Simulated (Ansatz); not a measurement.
`O[SiH2][AlH][F]` → `[F][AlH2]` + `O[SiH]` at 600 K and 1 bar (silylene formation by 1,1-elimination).

Computed with Ansatz on PBE0-D4/def2-TZVP structures; ΔE is electronic, products minus reactants. CCSD(T)/CBS is the MP2 limit (def2-TZVPP, def2-QZVPP) plus CCSD(T) − MP2 in def2-TZVPP, frozen cores. This one scheme is used for every species. One conformer a species, not always the lowest.

| species | CCSD(T)/CBS energy (Eh) | H − E (kJ/mol) | S (J/(mol·K)) |
| --- | --- | --- | --- |
| `O[SiH2][AlH][F]` | -708.57101 | 163.6 | 433.2 |
| `[F][AlH2]` | -343.06661 | 68.4 | 279.9 |
| `O[SiH]` | -365.43832 | 81.5 | 278.0 |

H − E and S are ideal-gas, rigid-rotor, harmonic terms from PBE0-D4/def2-TZVP, for one conformer and one mirror image of each species. 1 Eh = 2625.50 kJ/mol, R = 8.31446 J/(mol·K).

Q: By hand: ΔE, ΔH, ΔS and ΔG.

A: ΔE = (-343.06661) + (-365.43832) − (-708.57101) = 0.06608 Eh = 173.5 kJ/mol. Δ(H − E) = 68.4 + 81.5 − 163.6 = -13.7, so ΔH = 159.8 kJ/mol. ΔS = 279.9 + 278.0 − 433.2 = 124.7 J/(mol·K). ΔG = 159.8 − 600 × (124.7)/1000 = 85.0 kJ/mol.

Q: By hand: the equilibrium constant, and the temperature at which ΔG would vanish if ΔH and ΔS stayed fixed.

A: log₁₀ K = −ΔG/(RT ln 10) = -7.4. ΔG = 0 at ΔH/ΔS = 1281 K.

The number of gas molecules changes by +1, which sets the sign of ΔS. A doubt of 5 kJ/mol in ΔE shifts log₁₀ K by 0.4 here. Other conformers and mirror images would add mixing entropy, several J/(mol·K) or more a flexible species. Modes under 60 cm⁻¹, often nearly free rotors, make the harmonic entropy too high. These are equilibria of isolated gas molecules and say nothing of rates. Largest T1 diagnostic: 0.016 (customary marks: 0.02 for closed shells, 0.045 for open ones).
